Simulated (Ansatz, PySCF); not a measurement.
C3H4ClNSi, SMILES C1=C[Si@@H](Cl)C=N1.

The structure is a stationary point at PBE0-D3(BJ)/def2-SVP. The structure was generated by enumeration; whether it is a known compound was not checked.

Vertical ionisation energy (IE) and electron affinity (EA) in eV. Rows of orbital energies are one-electron estimates. Where ΔSCF, EOM or ADC give a negative EA the extra electron is unbound and the value depends on the basis.

| level | IE | EA |
|---|---|---|
| −ε(HOMO), −ε(LUMO), CAM-B3LYP/def2-TZVP (PySCF) | 8.81 | 1.30 |
| −ε(HOMO), −ε(LUMO), PBE/def2-TZVP (PySCF) | 6.02 | 3.43 |
| ΔSCF, PBE0/def2-SVPD (Ansatz), final states of multiplicity 2 and 2 | 9.48 | 0.75 |
| ΔSCF, PBE/def2-SVPD (Ansatz), final states of multiplicity 2 and 2 | 9.16 | 0.82 |

Q: What vertical singlet–triplet gap does ΔSCF give with PBE0/def2-SVPD (Ansatz, a first-principles code) and with PBE/def2-SVPD (Ansatz)? (An estimate is asked for; the answer gives what the named calculation found.)

A: 2.66 and 2.45 eV (triplet above singlet where positive).
